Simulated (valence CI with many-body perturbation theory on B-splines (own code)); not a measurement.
# From CI to CI+MBPT in Os LXII

Calculated by relativistic CI+MBPT: five valence electrons over a frozen Dirac-Fock core [Ne], a basis of 9 s, 9 p, 8 d, 6 f, 3 g, 1 h functions for each j, with the one-electron correlation potential Σ1 (screened to all orders), the two-electron term Σ2, the three-electron term Σ3, Breit, model QED; selected single and double excitations, second order for the rest (own B-spline code, finite nucleus).

The last digits are not significant, and no measured levels were compared; by estimate large intervals hold to a few tenths of a per cent, small ones and those within an open d or f shell to about a per cent. Among the levels kept, up to 600 cm⁻¹ of a level comes from second order outside the variational space, and about a tenth of that is noise between levels of different J, which matters for small intervals.

Each rung adds one term. CI alone is the Dirac-Coulomb CI over the frozen core; QED comes last and gives the full result, which names the levels. Energies are above (3s^2 3p1/2^2 3p3/2) J=3/2 on the same rung, in eV.

Levels are named by their leading jj configuration (3d3/2^4 stands for four electrons in 3d with j = 3/2), which in mixed levels can hold well under half, so a name can repeat and another be missing. Letters in brackets count levels of one name in rising energy.

```
                             Level  CI alone
        (3s^2 3p1/2^2 3d3/2) J=3/2    240.21
        (3s^2 3p1/2^2 3d5/2) J=5/2    348.49
        (3s^2 3p1/2 3p3/2^2) J=3/2    393.34
        (3s^2 3p1/2 3p3/2^2) J=5/2    406.22
        (3s^2 3p1/2 3p3/2^2) J=1/2    421.36
        (3s 3p1/2^2 3p3/2^2) J=5/2    576.99
        (3s 3p1/2^2 3p3/2^2) J=3/2    607.51
        (3s 3p1/2^2 3p3/2^2) J=1/2    609.33
(3s^2 3p1/2 3p3/2 3d3/2) J=5/2 [a]    631.45
(3s^2 3p1/2 3p3/2 3d3/2) J=1/2 [a]    634.10
(3s^2 3p1/2 3p3/2 3d3/2) J=3/2 [a]    634.95
    (3s^2 3p1/2 3p3/2 3d3/2) J=7/2    644.93
(3s^2 3p1/2 3p3/2 3d3/2) J=5/2 [b]    675.46
(3s^2 3p1/2 3p3/2 3d3/2) J=1/2 [b]    685.76
(3s^2 3p1/2 3p3/2 3d3/2) J=3/2 [b]    687.19
(3s^2 3p1/2 3p3/2 3d5/2) J=7/2 [a]    725.25
```

Question: What do these energies become with core correlation, Breit and QED?

Answer: (3s^2 3p1/2^2 3d3/2) J=3/2 237.69 (-2.517); (3s^2 3p1/2^2 3d5/2) J=5/2 343.52 (-4.972); (3s^2 3p1/2 3p3/2^2) J=3/2 389.46 (-3.877); (3s^2 3p1/2 3p3/2^2) J=5/2 401.59 (-4.627); (3s^2 3p1/2 3p3/2^2) J=1/2 417.52 (-3.844); (3s 3p1/2^2 3p3/2^2) J=5/2 571.54 (-5.452); (3s 3p1/2^2 3p3/2^2) J=3/2 601.96 (-5.548); (3s 3p1/2^2 3p3/2^2) J=1/2 604.33 (-5.001); (3s^2 3p1/2 3p3/2 3d3/2) J=5/2 [a] 624.37 (-7.083); (3s^2 3p1/2 3p3/2 3d3/2) J=1/2 [a] 627.85 (-6.245); (3s^2 3p1/2 3p3/2 3d3/2) J=3/2 [a] 628.21 (-6.741); (3s^2 3p1/2 3p3/2 3d3/2) J=7/2 637.08 (-7.846); (3s^2 3p1/2 3p3/2 3d3/2) J=5/2 [b] 667.95 (-7.509); (3s^2 3p1/2 3p3/2 3d3/2) J=1/2 [b] 678.82 (-6.934); (3s^2 3p1/2 3p3/2 3d3/2) J=3/2 [b] 679.79 (-7.394); (3s^2 3p1/2 3p3/2 3d5/2) J=7/2 [a] 716.67 (-8.578).

Question: How does the ionisation energy move along the ladder, and which term matters most?

Answer: CI alone 6511.3, + Σ1 6512.3, + Σ2 6512.4, + Σ3 6511.9, + Breit 6506.2, + QED 6505.6 eV. The largest step is Breit, -5.7 eV. NIST lists 6503 ± 12 eV (theoretical).
